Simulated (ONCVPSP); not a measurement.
**Reading a pseudo-wave (S)**

Columns: radius, all-electron u(r) and pseudo u(r) of the 3p shell (level -7.11 eV) of sulfur in the configuration [Ne] 3s2 3p4; LDA (Perdew-Wang 92), scalar-relativistic, ONCV scheme, ONCVPSP 4.0.1.

```tsv
r (bohr)	all-electron	pseudo
0.078	-0.1179	0.0045
0.155	-0.2610	0.0175
0.232	-0.3293	0.0389
0.310	-0.3219	0.0688
0.388	-0.2594	0.1063
0.465	-0.1653	0.1501
0.542	-0.0555	0.1999
0.620	0.0601	0.2549
0.698	0.1724	0.3129
0.775	0.2754	0.3715
0.852	0.3681	0.4297
0.930	0.4501	0.4864
1.008	0.5201	0.5394
1.085	0.5775	0.5866
1.162	0.6241	0.6277
1.240	0.6611	0.6622
1.318	0.6887	0.6889
1.395	0.7079	0.7079
1.472	0.7200	0.7199
1.550	0.7260	0.7259
1.628	0.7266	0.7265
1.705	0.7227	0.7227
1.782	0.7151	0.7151
1.860	0.7042	0.7042
1.938	0.6908	0.6908
2.015	0.6755	0.6755
```

Task: How many radial nodes do the two functions have?

Result: The all-electron 3p function has n − l − 1 = 1; the pseudo-wave has 0, since the states of the same l below it are removed with the core.

Task: At about which radius was the pseudo-wave matched?

Result: 1.55 bohr. The columns agree to 0.0005 from 1.32 bohr on; several derivatives are matched, so the curves merge somewhat inside the radius.

Task: Is the pseudo-wave norm-conserving?

Result: Yes: the ONCV scheme keeps the norm inside the radius equal to the all-electron one, which fixes the energy derivative of the logarithmic derivative at the level.
